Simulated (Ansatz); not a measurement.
C$_{3}$H$_{4}$BF (`BCC#CF`). The species carries charge 0 and has multiplicity 1. All single points use the PBE0-D4/def2-TZVP geometry.

```xyz
9

B    -0.262    1.053    1.087
C    -0.373   -0.357    0.426
C     0.291   -0.573   -0.847
C     0.845   -0.727   -1.894
F     1.436   -0.896   -3.013
H    -0.814    1.222    2.135
H     0.347    1.949    0.584
H    -1.448   -0.586    0.346
H    -0.024   -1.086    1.174
```

Problem. What is the dipole moment at r2SCAN/def2-TZVPP? (Estimate.)

Solution. Computed: 1.19 D, with components (-0.66, -0.31, 0.94) D in this frame, pointing from negative to positive charge.

Problem. And with PBE, B3LYP, ωB97M-V? (Estimate.)

Solution. The calculation gave: PBE 1.12 D, B3LYP 1.27 D, ωB97M-V 1.26 D.

Problem. Give the Mulliken charges with r2SCAN, B3LYP, PBE in def2-TZVPP. (Best estimate.)

Solution. Computed: 
```csv
atom,r2SCAN,B3LYP,PBE
B1,0.04,-0.05,-0.02
C2,-0.26,-0.24,-0.23
C3,-0.28,-0.23,-0.22
C4,0.46,0.35,0.29
F5,-0.15,-0.15,-0.11
H6,0.01,0.04,0.02
H7,0.02,0.05,0.03
H8,0.09,0.11,0.12
H9,0.09,0.11,0.12
```

B3LYP here is the variant with VWN-RPA as its local correlation; programs differ in this.
